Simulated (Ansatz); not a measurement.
Coupled-cluster diagnostics for the cluster Cd2Cl2⁺, Ansatz.

Geometry of the doublet (PBE-D4/def2-SVP):

Cartesian coordinates in Å:
```
Cd 0.3674 -0.3883 -1.6841
Cd -0.3676 0.3887 1.6848
Cl -0.3354 1.7191 -0.4702
Cl 0.3356 -1.7194 0.4696
```

In the def2 sets Cd takes a core potential; there is no spin–orbit coupling. Correlated methods freeze 10 core orbitals; core or outer-core shells of Cd are correlated, in sets that lack core-valence functions. In CCSD on the charge 1 doublet the largest single amplitude is 0.42, so its Hartree–Fock determinant may place the open shell otherwise than the density functionals do. Another isomer (doublet) lies 0.42 eV lower at PBE0-D4/def2-TZVP; other spin states weren't run for this one.

Problem. Estimate the CCSD(T) correlation energy, the shares of MP2 and (T), T1 and the reference's ⟨S²⟩ for: charge 1, doublet, own geometry in def2-SVP; and the rough time on 4 threads of Arm Neoverse V2 on a shared host.

Solution. 
```json
{"state": "charge 1, doublet, own geometry", "basis": "def2-SVP", "correlation (eV)": "-26.721", "MP2 share (%)": "97.6", "(T) share (%)": "2.4", "T1": "0.044", "⟨S²⟩ (pure)": "0.76 (0.75)", "wall time": "48 s"}
```
Customary marks for T1 are 0.02 (closed shells), 0.045 (open shells) and about 0.05 (3d metals). T1 exceeds 0.02 in 1 of 1 rows and 0.045 in 0; the higher it lies, the less the single-reference result can be trusted.
